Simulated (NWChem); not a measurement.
System: C3H4OSi; SMILES C#C[SiH2]C=O

NWChem input:

```
start job
memory heap 200 mb stack 900 mb global 1100 mb
geometry units angstroms noautoz
  C      0.626144    -2.738370    -0.012190
  C      0.061016    -1.660228    -0.004283
  Si    -0.723996    -0.005060     0.005930
  C      0.637300     1.372960     0.029897
  O      0.313299     2.531915    -0.021794
  H      1.119588    -3.694727    -0.019379
  H     -1.565060     0.162164     1.225512
  H     -1.555016     0.187399    -1.215887
  H      1.723342     1.083743     0.096806
end
basis spherical
  C library def2-svp
  Si library def2-svp
  O library def2-svp
  H library def2-svp
end
dft
  xc becke97-d
  disp vdw 2
  iterations 150
  mulliken
end
task dft energy
```

Excerpt of the output:

```
             Northwest Computational Chemistry Package (NWChem) 7.3.0
             --------------------------------------------------------

 C1  symmetry detected

                             Geometry "geometry" -> ""
                             -------------------------

 Output coordinates in angstroms (scale by  1.889725989 to convert to a.u.)

  No.       Tag          Charge          X              Y              Z
 ---- ---------------- ---------- -------------- -------------- --------------
    1 C                    6.0000     0.60910759    -2.73677403    -0.01184390
    2 C                    6.0000     0.05034829    -1.65531359    -0.00451488
    3 Si                  14.0000    -0.72488940     0.00446048     0.00474798
    4 C                    6.0000     0.64452054     1.37445622     0.02639124
    5 O                    8.0000     0.32731449     2.53525182    -0.02613667
    6 H                    1.0000     1.09690230    -3.69602853    -0.01851423
    7 H                    1.0000    -1.56401880     0.17777245     1.22481257
    8 H                    1.0000    -1.55569686     0.20067653    -1.21661589
    9 H                    1.0000     1.72889050     1.07890663     0.09274441

 Effective nuclear repulsion energy (a.u.)     178.3436719946

                                 NWChem DFT Module
                                 -----------------

 Summary of "ao basis" -> "ao basis" (spherical)
 ------------------------------------------------------------------------------
       Tag                 Description            Shells   Functions and Types
 ---------------- ------------------------------  ------  ---------------------
 C                          def2-svp                 6       14   3s2p1d
 Si                         def2-svp                 8       18   4s3p1d
 O                          def2-svp                 6       14   3s2p1d
 H                          def2-svp                 3        5   2s1p

            General Information
            -------------------
          SCF calculation type: DFT
          Wavefunction type:  closed shell.
          No. of atoms     :     9
          No. of electrons :    44
           Alpha electrons :    22
            Beta electrons :    22
          Charge           :     0
          Spin multiplicity:     1
          Use of symmetry is: off; symmetry adaption is: off
          Maximum number of iterations: 150
          AO basis - number of functions:    94
                     number of shells:    44
          Convergence on energy requested:  1.00D-06
          Convergence on density requested:  1.00D-05
          Convergence on gradient requested:  5.00D-04

              XC Information
              --------------
                   Becke 97-D Method XC Functional
                  Becke 1997-D Exchange Functional  1.000
                Becke 1997-D Correlation Potential  1.000

             Grid Information
             ----------------
          Grid used for XC integration:  medium
          Radial quadrature: Mura-Knowles
          Angular quadrature: Lebedev.
          Tag              B.-S. Rad. Rad. Pts. Rad. Cut. Ang. Pts.
          ---              ---------- --------- --------- ---------
          C                   0.70       49          12.0       434
          Si                  1.10       88          11.0       590
          O                   0.60       49          14.0       434
          H                   0.35       45          12.0       434
          Grid pruning is: on
          Number of quadrature shells:   464
          Spatial weights used:  Erf1

      Superposition of Atomic Density Guess
      -------------------------------------

 Sum of atomic energies:        -478.30124583

      Non-variational initial energy
      ------------------------------

 Total energy =    -480.326075
 1-e energy   =   -1010.677668
 2-e energy   =     352.007921
 HOMO         =      -0.272229
 LUMO         =      -0.058366

     ---------------------------------------------
      Total Density - Mulliken Population Analysis
     ---------------------------------------------

    Atom       Charge   Shell Charges
 -----------   ------   -------------------------------------------------------
    1 C    6     6.19   1.99  0.98  0.57  1.87  0.75  0.03
    2 C    6     6.23   1.99  1.01  0.31  1.96  0.92  0.03
    3 Si  14    13.42   2.00  1.99  1.01  0.24  5.94  1.13  0.97  0.15
    4 C    6     5.56   1.99  0.96  0.35  1.54  0.66  0.07
    5 O    8     8.67   1.99  1.13  0.69  3.03  1.82  0.01
    6 H    1     0.88   0.63  0.22  0.03
    7 H    1     1.04   0.68  0.35  0.01
    8 H    1     1.05   0.69  0.35  0.01
    9 H    1     0.95   0.69  0.24  0.02

   convergence    iter        energy       DeltaE   RMS-Dens  Diis-err
 ---------------- ----- ----------------- --------- --------- ---------
 d= 0,ls=0.0,diis     1   -480.8594177209 -6.59D+02  2.22D-02  8.97D-01
 d= 0,ls=0.0,diis     2   -480.2184388152  6.41D-01  1.73D-02  6.78D+00
 d= 0,ls=0.0,diis     3   -480.9701772268 -7.52D-01  3.96D-03  8.37D-02
 d= 0,ls=0.0,diis     4   -480.9726765645 -2.50D-03  2.17D-03  5.47D-02
 d= 0,ls=0.0,diis     5   -480.9769028386 -4.23D-03  1.05D-03  2.27D-02
  Resetting Diis
 d= 0,ls=0.0,diis     6   -480.9799340302 -3.03D-03  2.90D-04  7.50D-04
 d= 0,ls=0.0,diis     7   -480.9800582677 -1.24D-04  8.82D-05  8.28D-06
 d= 0,ls=0.0,diis     8   -480.9800567677  1.50D-06  4.91D-05  2.05D-05
 d= 0,ls=0.0,diis     9   -480.9800593253 -2.56D-06  1.42D-05  4.83D-06
 d= 0,ls=0.0,diis    10   -480.9800598446 -5.19D-07  3.68D-06  1.76D-07

         Total DFT energy =     -480.980059844560
      One electron energy =    -1014.341334314578
           Coulomb energy =      402.038593385383
    Exchange-Corr. energy =      -47.014555319316
 Nuclear repulsion energy =      178.343671994637

    Dispersion correction =       -0.006435590685

 Numeric. integr. density =       43.999997405339

                       DFT Final Molecular Orbital Analysis
                       ------------------------------------

 Vector   20  Occ=2.000000D+00  E=-2.690577D-01
              MO Center=  2.7D-01, -1.9D+00, -7.6D-03, r^2= 2.3D+00
   Bfn.  Coefficient  Atom+Function         Bfn.  Coefficient  Atom+Function
  ----- ------------  ---------------      ----- ------------  ---------------
    18      0.382823  2 C  px                 4      0.358199  1 C  px
    21      0.218629  2 C  px                 7      0.205167  1 C  px
     5      0.196888  1 C  py                19      0.162484  2 C  py
    64      0.124525  5 O  px                 8      0.103426  1 C  py
    22      0.093264  2 C  py                67      0.085830  5 O  px

 Vector   21  Occ=2.000000D+00  E=-2.621176D-01
              MO Center=  1.4D-01, -1.9D+00, -7.3D-03, r^2= 2.4D+00
   Bfn.  Coefficient  Atom+Function         Bfn.  Coefficient  Atom+Function
  ----- ------------  ---------------      ----- ------------  ---------------
     6      0.415344  1 C  pz                20      0.397222  2 C  pz
     9      0.240821  1 C  pz                23      0.226891  2 C  pz
    85      0.134064  8 H  s                 80     -0.133263  7 H  s
    81     -0.106548  7 H  s                 86      0.106724  8 H  s
    38     -0.070141  3 Si pz                45     -0.044890  3 Si d  1

 Vector   22  Occ=2.000000D+00  E=-2.059811D-01
              MO Center=  4.1D-01,  1.6D+00,  2.7D-03, r^2= 2.8D+00
   Bfn.  Coefficient  Atom+Function         Bfn.  Coefficient  Atom+Function
  ----- ------------  ---------------      ----- ------------  ---------------
    64      0.502160  5 O  px                67      0.370982  5 O  px
    90     -0.263857  9 H  s                 91     -0.240235  9 H  s
    31      0.231882  3 Si s                 39      0.176473  3 Si px
    49      0.176704  4 C  s                 50     -0.172697  4 C  px
    36      0.166276  3 Si px                65      0.163686  5 O  py

 Vector   23  Occ=0.000000D+00  E=-9.749833D-02
              MO Center=  3.3D-01,  1.4D+00,  1.1D-02, r^2= 2.5D+00
   Bfn.  Coefficient  Atom+Function         Bfn.  Coefficient  Atom+Function
  ----- ------------  ---------------      ----- ------------  ---------------
    52      0.464010  4 C  pz                55      0.432576  4 C  pz
    66     -0.419024  5 O  pz                69     -0.399982  5 O  pz
    41      0.321105  3 Si pz                81     -0.291196  7 H  s
    86      0.287057  8 H  s                 80     -0.110572  7 H  s
    45     -0.107442  3 Si d  1              85      0.102951  8 H  s

 Vector   24  Occ=0.000000D+00  E=-4.060885D-02
              MO Center=  5.1D-02, -1.5D+00, -2.9D-03, r^2= 3.7D+00
   Bfn.  Coefficient  Atom+Function         Bfn.  Coefficient  Atom+Function
  ----- ------------  ---------------      ----- ------------  ---------------
    49      0.569762  4 C  s                  7      0.462153  1 C  px
    39     -0.429982  3 Si px                40     -0.360689  3 Si py
     4      0.357769  1 C  px                21     -0.340704  2 C  px
    18     -0.262878  2 C  px                 8      0.227781  1 C  py
    22     -0.221334  2 C  py                86     -0.208325  8 H  s

 Vector   25  Occ=0.000000D+00  E=-3.025495D-02
              MO Center=  1.7D-01, -1.6D+00, -3.4D-03, r^2= 3.7D+00
   Bfn.  Coefficient  Atom+Function         Bfn.  Coefficient  Atom+Function
  ----- ------------  ---------------      ----- ------------  ---------------
     9      0.567345  1 C  pz                23     -0.493351  2 C  pz
     6      0.413654  1 C  pz                41     -0.372461  3 Si pz
    20     -0.344767  2 C  pz                81      0.313023  7 H  s
    86     -0.302603  8 H  s                 55      0.202550  4 C  pz
    52      0.167614  4 C  pz                66     -0.121908  5 O  pz

     ---------------------------------------------
      Total Density - Mulliken Population Analysis
     ---------------------------------------------

    Atom       Charge   Shell Charges
 -----------   ------   -------------------------------------------------------
    1 C    6     6.20   1.99  0.92  0.61  2.00  0.66  0.02
    2 C    6     5.98   1.99  0.94  0.29  2.02  0.73  0.02
    3 Si  14    13.57   2.00  1.98  1.09  0.16  5.93  1.34  0.86  0.20
    4 C    6     5.99   1.99  0.97  0.31  1.97  0.68  0.07
    5 O    8     8.19   1.99  1.12  0.69  2.82  1.55  0.02
    6 H    1     0.98   0.75  0.21  0.03
    7 H    1     1.05   0.75  0.29  0.01
    8 H    1     1.05   0.75  0.29  0.01
    9 H    1     0.98   0.76  0.20  0.02

     -------------------------------------------
      Total Density - Lowdin Population Analysis
     -------------------------------------------

    Atom       Charge   Shell Charges
 -----------   ------   -------------------------------------------------------
    1 C    6     6.02   1.97  0.64  0.36  1.80  1.21  0.05
    2 C    6     6.21   1.97  0.67  0.37  1.85  1.30  0.05
    3 Si  14    13.52   2.00  1.93  0.66  0.32  5.82  1.34  1.14  0.32
    4 C    6     6.02   1.97  0.66  0.37  1.77  1.08  0.17
    5 O    8     8.11   1.97  0.94  0.65  2.69  1.83  0.03
    6 H    1     0.96   0.61  0.27  0.08
    7 H    1     1.08   0.65  0.40  0.02
    8 H    1     1.08   0.65  0.40  0.02
    9 H    1     1.01   0.65  0.29  0.07

     Multipole analysis of the density
     ---------------------------------

     L   x y z        total         alpha         beta         nuclear
     -   - - -        -----         -----         ----         -------
     0   0 0 0     -0.000000    -22.000000    -22.000000     44.000000

     1   1 0 0      0.246954      0.123477      0.123477      0.000000
     1   0 1 0     -0.870582     -0.435291     -0.435291      0.000000
     1   0 0 1      0.027592      0.013796      0.013796     -0.000000

     2   2 0 0    -26.250256    -52.417388    -52.417388     78.584520
     2   1 1 0     -1.977043      1.462250      1.462250     -4.901544
     2   1 0 1      0.012276     -0.097204     -0.097204      0.206684
     2   0 2 0    -28.706047   -262.598387   -262.598387    496.490728
     2   0 1 1      0.167017     -0.040127     -0.040127      0.247271
     2   0 0 2    -27.404611    -19.059238    -19.059238     10.713864
```

Level: B97-D/def2-SVP. Coordinates come from a PBE0/def2-SVP optimisation.
